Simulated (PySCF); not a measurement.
## Frontier orbitals and the lowest excitations

GeF₄.
Geometry (PBE0-D3(BJ)/def2-TZVP, Å), atoms numbered from 1 in this order:
```xyz
5
GeF4 angstrom
F      1.4701    0.6671    0.6886
Ge     0.1250   -0.1547    0.0748
F      0.6212   -1.2306   -1.1324
F     -0.9668    0.9606   -0.5765
F     -0.6316   -1.0130    1.3201
```

Computed, not measured: PySCF 2.14.0, density-fitted response routines, TDDFT CAM-B3LYP/aug-cc-pVTZ, vertical, gas phase, core orbitals frozen in the response. Isolated species at its PBE0-D3(BJ)/def2-TZVP geometry, gas phase. Relativistic effects, spin–orbit coupling among them, are left out although an element past zinc is present.

Frontier orbitals with the atoms that hold most of them (Löwdin shares over 4%, at most four atoms; ? is withheld):

```csv
orbital,ε (eV),atoms
HOMO-3,-14.75,"F4 24%, F3 23%, F1 23%, F5 23%"
HOMO-2,-14.38,"F1 33%, F3 32%, F5 26%, Ge2 8%"
HOMO-1,-14.37,"F4 34%, F3 27%, F1 22%, F5 9%"
HOMO,-14.37,"F4 35%, F5 34%, F1 14%, F3 9%"
LUMO,?,"Ge2 57%, F3 11%, F1 11%, F5 11%"
LUMO+1,0.80,Ge2 84%
LUMO+2,0.80,Ge2 84%
```

Question: What is the LUMO energy, and the HOMO–LUMO gap?

Answer: ε(LUMO) = -1.14 eV; the gap is 13.23 eV (0.4861 hartree).

Within 0.005 eV of a neighbour in this list lie HOMO-2/HOMO-1/HOMO and LUMO+1/LUMO+2 (point group found: Td); within a degenerate set the shares of single atoms can hang on how the components are chosen.

Question: The HOMO–LUMO gap is 13.23 eV. Where does the response calculation put the lowest singlet, and from which orbitals?

Answer: S1 is at 9.03 eV (f = 0.0000), 4.20 eV below the gap, made of HOMO-2/HOMO-1/HOMO→LUMO (≥91%). S1/S2/S3 lie within about 0.01 eV of each other. Without the coupling terms of the response equations the lowest excitation would equal the gap.

Next come S2 at 9.03 eV (f 0.0000), HOMO-2/HOMO-1/HOMO→LUMO (≥83%); S3 at 9.03 eV (f 0.0000), HOMO-2/HOMO-1/HOMO→LUMO (≥85%); S4 at 9.68 eV (f 0.0000), HOMO-6→LUMO (91%); S5 at 9.69 eV (f 0.0003), HOMO-7→LUMO (91%).

Orbitals of the list HOMO-3 to LUMO+2 that lie within 0.01 eV of each other are written together with a slash and their weights summed (≥ marks a lower bound); for degenerate orbitals outside that list single weights are arbitrary.
